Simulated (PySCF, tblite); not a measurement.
Isomers of C4H9OS2 (doublet state), one GFN2-xTB conformer each. Single-point energies are computed at B3LYP/pcH-1 (PySCF, gas phase, no added dispersion term), electronic only. GFN2-xTB treats the open shell by occupation alone, and not every SCF solution was tested for stability.

Question: Rank them by B3LYP/pcH-1 energy, lowest first (kJ/mol).
A. `[CH3:1][CH:2][S:3][CH2:4][S@:5]([CH3:6])=[O:7]` (doublet state) with C1–C2–S3–C4 -41°, C2–S3–C4–S5 -53°, S3–C4–S5–C6 -74°
B. `[CH3:1][O:2][C:3]([SH:4])[CH2:5][CH2:6][SH:7]` (doublet state) with C1–O2–C3–S4 -178°, O2–C3–S4–H 29°, O2–C3–C5–C6 70°, C3–C5–C6–S7 -177°, C5–C6–S7–H -64°

Answer: B (0.0), A (104.1).

As drawn, the lower has an S–H bond, which the higher lacks. GFN2-xTB itself gives, in the same order: 0.0, 75.1. Both levels put the same isomer lowest.

Q: What happens when harmonic zero-point energies from GFN2-xTB frequencies are added?

A: 
| SMILES | ZPE (kJ/mol) | electronic (kJ/mol) | with ZPE (kJ/mol) |
| --- | --- | --- | --- |
| CO[C](S)CCS | 311.1 | 0.0 | 0.0 |
| C[CH]SC[S@](C)=O | 316.3 | 104.1 | 109.3 |

The zero-point energies span 5.2 kJ/mol. The order is unchanged.
